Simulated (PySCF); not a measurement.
# Computed records: Al₂H₅NSi, Al₂H₆N₂, CH₆BClSi, AlB₂H₄ and others

Computed with PySCF 2.14.0. Calculation on a computer-drawn molecule: optimised geometry and harmonic frequencies of an isolated molecule of the commonest isotopes, restricted reference for singlets and unrestricted otherwise, frozen core in MP2.

Common to all runs: multiplicity 1; basis cc-pV(D+d)Z.

```yaml
- entry: 1
  formula: Al2H5NSi
  start_structure:
    atoms_angstrom:
      - [Al, -2.0805, -2.4403, -1.2831]
      - [Al, -0.7525, -0.3011, -0.9089]
      - ["N", 0.6012, 0.6241, -0.2039]
      - [Si, 1.7712, 1.4757, 0.3734]
      - [H, -2.0294, -4.024, -1.1339]
      - [H, -3.2155, -1.7007, -2.08]
      - [H, -2.034, 0.3069, -1.6815]
      - [H, 2.7295, 2.3652, -0.3936]
      - [H, 2.2115, 1.6256, 1.7713]
  given:
    charge: 0
    method: HF
    drawn_bonds_atom: [1, 2, 3, 1, 1, 2, 4, 4]
    drawn_bonds_other_atom: [2, 3, 4, 5, 6, 7, 8, 9]
    drawn_bonds_order: [1, 1, 2, 1, 1, 1, 1, 1]
  results:
    optimised_atom_element: [Al, Al, "N", Si, H, H, H, H, H]
    "optimised_atom_x [angstrom]": [-1.943, -1.056, 0.3362, 1.568, -1.408, -3.041, -1.719, 2.971, 1.494]
    "optimised_atom_y [angstrom]": [-2.261, 0.1893, 0.7232, 1.219, -3.48, -2.66, 1.242, 1.108, 1.85]
    "optimised_atom_z [angstrom]": [-1.126, -1.412, -0.475, 0.3444, -2.003, -0.04228, -2.405, -0.09705, 1.676]
    "modes_frequency [cm^-1]": [46.29, 68.36, 105.2, 156.2, 200.2, 337.9, 342.6, 505.3, 554.8, 584.3, 717.0, 751.8, 752.0, 860.3, 1098, 1420, 1919, 1925, 1941, 2340, 2349]
    "modes_reduced_mass [dalton]": [1.073, 5.924, 2.928, 1.119, 6.046, 1.066, 7.294, 1.306, 1.402, 4.132, 1.178, 1.178, 1.25, 1.072, 1.056, 14.41, 1.037, 1.056, 1.033, 1.055, 1.03]
    "rotational_constants [GHz]": [9.089, 1.15, 1.048]
    "total_energy [hartree]": -830.1187
    "convergence_status_largest_gradient_component [hartree/bohr]": 1.259e-06
- entry: 2
  formula: Al2H6N2
  start_structure:
    atoms_angstrom:
      - ["N", 0.1806, 0.4077, 0.5207]
      - [Al, -1.3663, 1.0675, -0.0994]
      - ["N", -1.8739, 0.8467, -1.7903]
      - [Al, -2.2293, 2.1028, 1.9551]
      - [H, 1.0042, -0.1091, 0.1609]
      - [H, 0.333, 0.5267, 1.4804]
      - [H, -1.3672, 0.3915, -2.5062]
      - [H, -2.7722, 1.2561, -2.2323]
      - [H, -1.4137, 2.0427, 3.2821]
      - [H, -3.6007, 2.9393, 2.2182]
  given:
    charge: 0
    method: HF
    drawn_bonds_atom: [1, 2, 2, 1, 1, 3, 3, 4, 4]
    drawn_bonds_other_atom: [2, 3, 4, 5, 6, 7, 8, 9, 10]
    drawn_bonds_order: [1, 1, 1, 1, 1, 1, 1, 1, 1]
  results:
    optimised_atom_element: ["N", Al, "N", Al, H, H, H, H, H, H]
    "optimised_atom_x [angstrom]": [0.4, -1.171, -1.85, -2.44, 0.9541, 0.8742, -1.434, -2.727, -1.876, -3.836]
    "optimised_atom_y [angstrom]": [0.2395, 1.013, 0.9235, 2.239, -0.2502, 0.2275, 0.4738, 1.326, 2.31, 2.971]
    "optimised_atom_z [angstrom]": [0.3689, 0.0866, -1.549, 2.014, -0.3091, 1.252, -2.344, -1.821, 3.501, 1.79]
    "modes_frequency [cm^-1]": [57.72, 107.9, 189.3, 198.3, 293.8, 346.1, 394.6, 395.0, 417.1, 431.7, 567.1, 637.3, 712.9, 793.8, 865.3, 879.7, 1673, 1683, 1933, 1940, 3773, 3773, 3854, 3854]
    "modes_reduced_mass [dalton]": [1.048, 3.144, 4.369, 2.957, 1.015, 6.288, 1.191, 1.055, 1.184, 1.304, 1.174, 1.214, 1.856, 2.286, 1.189, 6.99, 1.114, 1.106, 1.057, 1.027, 1.052, 1.052, 1.093, 1.093]
    "rotational_constants [GHz]": [5.929, 2.35, 1.683]
    "total_energy [hartree]": -596.2984
    "convergence_status_largest_gradient_component [hartree/bohr]": 1.993e-05
- entry: 3
  formula: CH6BClSi
  start_structure:
    atoms_angstrom:
      - [Si, 0.542, 0.6864, -2.4974]
      - [C, 1.493, -0.739, -1.6446]
      - [B, 1.3391, -0.6025, -0.1136]
      - [Cl, 2.3922, 0.3291, 0.8167]
      - [H, 0.7942, 0.4606, -3.9512]
      - [H, 1.1847, 1.9941, -2.1484]
      - [H, -0.7973, 0.6876, -2.2138]
      - [H, 1.1109, -1.6498, -2.0486]
      - [H, 2.5425, -0.7235, -1.9374]
      - [H, 0.3617, -1.0769, 0.4419]
  given:
    charge: 0
    method: HF
    drawn_bonds_atom: [1, 2, 3, 1, 1, 1, 2, 2, 3]
    drawn_bonds_other_atom: [2, 3, 4, 5, 6, 7, 8, 9, 10]
    drawn_bonds_order: [1, 1, 1, 1, 1, 1, 1, 1, 1]
  results:
    optimised_atom_element: [Si, C, B, Cl, H, H, H, H, H, H]
    "optimised_atom_x [angstrom]": [0.5972, 1.499, 1.312, 2.5, 0.7753, 1.147, -0.8508, 1.072, 2.55, 0.3604]
    "optimised_atom_y [angstrom]": [0.6809, -0.7038, -0.6166, 0.2173, 0.47, 2.005, 0.6593, -1.638, -0.6447, -1.063]
    "optimised_atom_z [angstrom]": [-2.568, -1.631, -0.08983, 0.9309, -4.022, -2.199, -2.255, -2.013, -1.927, 0.477]
    "modes_frequency [cm^-1]": [59.02, 118.4, 217.7, 343.7, 559.3, 627.3, 677.5, 750.0, 895.4, 917.8, 1013, 1033, 1034, 1043, 1114, 1173, 1269, 1530, 2309, 2315, 2322, 2755, 3174, 3237]
    "modes_reduced_mass [dalton]": [4.004, 1.139, 2.449, 2.826, 1.083, 1.756, 1.82, 3.02, 1.65, 1.581, 1.199, 1.042, 1.036, 1.319, 1.299, 1.569, 1.621, 1.144, 1.049, 1.048, 1.023, 1.095, 1.059, 1.103]
    "rotational_constants [GHz]": [11.99, 1.718, 1.619]
    "total_energy [hartree]": -814.5380
    "convergence_status_largest_gradient_component [hartree/bohr]": 2.377e-05
- entry: 4
  formula: AlB2H4
  start_structure:
    atoms_angstrom:
      - [B, -0.5116, 1.6793, -0.4232]
      - [B, -1.9546, 1.9091, -0.1361]
      - [Al, -3.0519, -0.0336, -0.0121]
      - [H, 0.6529, 1.5132, -0.719]
      - [H, -2.7681, 2.6343, 0.1348]
      - [H, -3.2448, -0.8603, 1.2688]
      - [H, -3.8824, -0.6838, -1.1546]
  given:
    charge: 1
    method: HF
    drawn_bonds_atom: [1, 2, 1, 2, 3, 3]
    drawn_bonds_other_atom: [2, 3, 4, 5, 6, 7]
    drawn_bonds_order: [1, 1, 1, 1, 1, 1]
  results:
    optimised_atom_element: [B, B, Al, H, H, H, H]
    "optimised_atom_x [angstrom]": [-0.4295, -2.046, -3.217, 0.7122, -2.659, -3.243, -3.878]
    "optimised_atom_y [angstrom]": [1.744, 1.697, -0.1897, 1.636, 2.697, -0.8231, -0.6034]
    "optimised_atom_z [angstrom]": [-0.4664, -0.09707, 0.02053, -0.739, 0.1254, 1.449, -1.334]
    "modes_frequency [cm^-1]": [142.0, 142.3, 324.4, 436.7, 517.2, 570.0, 688.3, 770.3, 805.5, 888.5, 977.6, 2055, 2084, 2764, 2936]
    "modes_reduced_mass [dalton]": [2.896, 1.193, 1.058, 4.305, 1.175, 1.195, 1.199, 1.082, 1.582, 1.809, 2.798, 1.018, 1.066, 1.091, 1.106]
    "rotational_constants [GHz]": [32.99, 4.113, 3.89]
    "total_energy [hartree]": -293.2387
    "convergence_status_largest_gradient_component [hartree/bohr]": 2.024e-05
- entry: 5
  formula: CH5BClN
  start_structure:
    atoms_angstrom:
      - [C, -0.3853, -0.183, 0.718]
      - ["N", -1.3897, 0.2551, 1.6065]
      - [B, -2.5909, 0.911, 1.3698]
      - [Cl, -2.9804, 1.2619, -0.1752]
      - [H, 0.6246, 0.3289, 0.9022]
      - [H, -0.2533, -1.288, 0.7494]
      - [H, -0.6934, 0.0863, -0.3147]
      - [H, -1.0797, -0.0066, 2.6317]
      - [H, -3.3404, 1.1435, 2.305]
  given:
    charge: 0
    method: HF
    drawn_bonds_atom: [1, 2, 3, 1, 1, 1, 2, 3]
    drawn_bonds_other_atom: [2, 3, 4, 5, 6, 7, 8, 9]
    drawn_bonds_order: [1, 1, 1, 1, 1, 1, 1, 1]
  results:
    optimised_atom_element: [C, "N", B, Cl, H, H, H, H, H]
    "optimised_atom_x [angstrom]": [-0.3498, -1.369, -2.57, -3.106, 0.6047, -0.2026, -0.6472, -1.156, -3.293]
    "optimised_atom_y [angstrom]": [-0.1928, 0.2338, 0.8771, 1.327, 0.2931, -1.274, 0.06643, 0.02411, 1.155]
    "optimised_atom_z [angstrom]": [0.7025, 1.64, 1.413, -0.2366, 0.9162, 0.752, -0.3091, 2.595, 2.32]
    "modes_frequency [cm^-1]": [113.7, 229.5, 307.9, 544.0, 649.2, 785.1, 943.6, 997.4, 1162, 1242, 1274, 1409, 1578, 1599, 1599, 1673, 2765, 3183, 3241, 3321, 3832]
    "modes_reduced_mass [dalton]": [1.045, 4.294, 2.769, 4.6, 1.14, 5.063, 1.385, 1.965, 1.19, 1.298, 1.825, 1.919, 1.18, 1.161, 1.042, 1.79, 1.099, 1.039, 1.106, 1.1, 1.076]
    "rotational_constants [GHz]": [14.35, 3.36, 2.769]
    "total_energy [hartree]": -579.5100
    "convergence_status_largest_gradient_component [hartree/bohr]": 1.925e-05
- entry: 6
  formula: BFH3Si
  start_structure:
    atoms_angstrom:
      - [F, 1.0931, -2.4259, 1.4564]
      - [B, 0.106, -1.7072, 1.3614]
      - [Si, -1.5944, -0.4692, 1.1973]
      - [H, -1.7239, 0.0197, 2.5729]
      - [H, -2.6055, -1.4322, 0.7521]
      - [H, -1.1418, 0.5055, 0.2007]
  given:
    charge: 1
    method: MP2
    drawn_bonds_atom: [1, 2, 3, 3, 3]
    drawn_bonds_other_atom: [2, 3, 4, 5, 6]
    drawn_bonds_order: [1, 1, 1, 1, 1]
  results:
    optimised_atom_element: [F, B, Si, H, H, H]
    "optimised_atom_x [angstrom]": [1.089, 0.08788, -1.591, -1.718, -2.603, -1.133]
    "optimised_atom_y [angstrom]": [-2.423, -1.694, -0.4721, 0.01688, -1.441, 0.5045]
    "optimised_atom_z [angstrom]": [1.456, 1.36, 1.198, 2.579, 0.7509, 0.1973]
    "modes_frequency [cm^-1]": [260.9, 261.2, 407.7, 616.4, 616.6, 870.6, 937.2, 937.2, 1644, 2327, 2368, 2369]
    "modes_reduced_mass [dalton]": [3.186, 3.19, 11.37, 1.411, 1.41, 1.099, 1.038, 1.038, 12.72, 1.011, 1.056, 1.056]
    "rotational_constants [GHz]": [80.19, 3.557, 3.557]
    "total_energy [hartree]": -414.8930
    "convergence_status_largest_gradient_component [hartree/bohr]": 3.166e-05
```
